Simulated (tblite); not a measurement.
Compound: C4H12ClFSi2.
Atom-mapped SMILES: `[CH3:1][C@@H:2]([Cl:3])[CH2:4][SiH2:5][SiH2:6][CH2:7][F:8]` (hydrogens: H9, H10, H11 on C1; H12 on C2; H13, H14 on C4; H15, H16 on Si5; H17, H18 on Si6; H19, H20 on C7)

Computed geometry: GFN2-xTB, gas phase.

Question: Give the optimised bond lengths and angles.

Answer: 
```tsv
bond	length (Å)
C1–C2	1.518
C2–Cl3	1.799
C2–C4	1.515
C4–Si5	1.915
Si5–Si6	2.320
Si6–C7	1.928
C7–F8	1.386
C1–H9, C1–H10, C1–H11	1.088
C2–H12	1.093
C4–H13	1.091
C4–H14	1.092
Si5–H15	1.466
Si5–H16	1.475
Si6–H17	1.467
Si6–H18	1.469
C7–H19	1.093
C7–H20	1.092
```

Bonds in one row agree within 0.01 Å and their mean is given. A selection of angles:
```tsv
angle	degrees
C2–C1–H9	110.4
C2–C1–H10	110.9
H9–C1–H10	108.7
C1–C2–Cl3	108.7
C1–C2–C4	113.3
C1–C2–H12	110.2
Cl3–C2–C4	108.8
Cl3–C2–H12	105.2
C4–C2–H12	110.3
C2–C4–Si5	113.4
C2–C4–H13	107.5
C2–C4–H14	109.2
Si5–C4–H13	110.1
Si5–C4–H14	109.5
H13–C4–H14	106.8
C4–Si5–Si6	112.1
C4–Si5–H15	109.2
C4–Si5–H16	104.8
Si6–Si5–H15	112.1
Si6–Si5–H16	112.3
H15–Si5–H16	105.9
Si5–Si6–C7	109.5
Si5–Si6–H17	116.3
Si5–Si6–H18	114.5
C7–Si6–H17	105.3
C7–Si6–H18	103.2
H17–Si6–H18	107.0
Si6–C7–F8	110.2
Si6–C7–H19	112.7
Si6–C7–H20	113.2
F8–C7–H19	106.0
F8–C7–H20	106.1
H19–C7–H20	108.3
```

Torsions: C1–C2–C4–Si5 -170° (antiperiplanar); C2–C4–Si5–Si6 -43° (synclinal); C4–Si5–Si6–C7 -54° (synclinal); Si5–Si6–C7–F8 52° (synclinal).

Si5 (SiH2 silicon) is distorted tetrahedral (angles from 104.8° to 112.3°). Of the pairs four or more bonds apart, F8···H12 is among the closest relative to their van der Waals radii: 2.54 Å, 95 % of the sum of Bondi's values. Si6 (SiH2 silicon) is distorted tetrahedral (angles from 103.2° to 116.3°).

Point group: C1 (no symmetry element, even within 0.4 Å). Its GFN2-xTB frequencies are all real (lowest 34 cm⁻¹). The numbers are those of one conformer. 3 starts were optimised and ended at 0.00, 1.23 and 2.72 kcal/mol (GFN2-xTB); the lowest of these is shown.
